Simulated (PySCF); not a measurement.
C7H7NO.
SMILES: `CC#CC#CC(=O)NC`

The closed-shell SCF was solved with PySCF and density fitting under several settings on one GFN2-xTB geometry (grid level 2 and gas phase unless stated).

```tsv
settings	basis functions	SCF cycles	E (Eh)	HOMO (eV)	LUMO (eV)	dipole (D)
PBE0/pcSseg-1	188	16	-400.3112	-7.19	-1.41	4.50
PBE0/def2-SVPD	239	15	-400.0847	-7.21	-1.47	4.56
PBE0/def2-SVP	161	16	-400.0645	-7.08	-1.31	4.41
HSE06/pcSseg-1	188	17	-400.3486	-6.80	-1.78	4.51
mPW1PW91/def2-SVPD, IEF-PCM benzene, grid level 3, damping 0.2 at the start, DIIS from the seventh cycle	239	23	-400.4584	-7.30	-1.55	5.29
BHandHLYP/6-31G	95	14	-400.4534	-8.07	-0.10	4.80
mPW1PW91/def2-SVP	161	15	-400.4314	-7.11	-1.33	4.41
```

Estimate the rows for these settings: (1) mPW1PW91/MINI, grid level 3, fitting basis def2-qzvpp-jkfit; (2) KT2/pcSseg-0.

| settings | basis functions | SCF cycles | E (Eh) | HOMO (eV) | LUMO (eV) | dipole (D) |
| --- | --- | --- | --- | --- | --- | --- |
| mPW1PW91/MINI, grid level 3, fitting basis def2-qzvpp-jkfit | 52 | 12 | -397.5036 | -8.97 | -3.43 | 3.70 |
| KT2/pcSseg-0 | 95 | 18 | -406.7329 | -5.94 | -2.09 | 4.33 |

Over all rows, what range does the HOMO–LUMO gap span?

From 3.85 eV (KT2/pcSseg-0) to 7.97 eV (BHandHLYP/6-31G). The functional of the narrowest has no exact exchange, that of the widest 50 % exact exchange.

And the dipole moment?

From 3.70 D (mPW1PW91/MINI, grid level 3, fitting basis def2-qzvpp-jkfit) to 5.29 D (mPW1PW91/def2-SVPD, IEF-PCM benzene, grid level 3, damping 0.2 at the start, DIIS from the seventh cycle); the largest is 1.43 times the smallest, and the median is 4.50 D.

Compare two rows with the functional PBE0: PBE0/pcSseg-1 and PBE0/def2-SVPD. Which energy is lower, and by how much?

PBE0/pcSseg-1 (188 functions) lies 0.2265 Eh or 142 kcal/mol below PBE0/def2-SVPD (239 functions). The smaller set gives the lower energy; the two sets aren't nested, so the variational bound doesn't order them by size.

Cycle counts include a coarse-grid stage where the run had one. KT2 was designed for NMR shieldings or shifts; total energies of different functionals aren't comparable. The species at its GFN2-xTB geometry (one conformer only).

Shape of the structure used: `[CH3:1][C:2]#[C:3][C:4]#[C:5][C:6](=[O:7])[NH:8][CH3:9]`: C5–C6–N8–C9 179°.
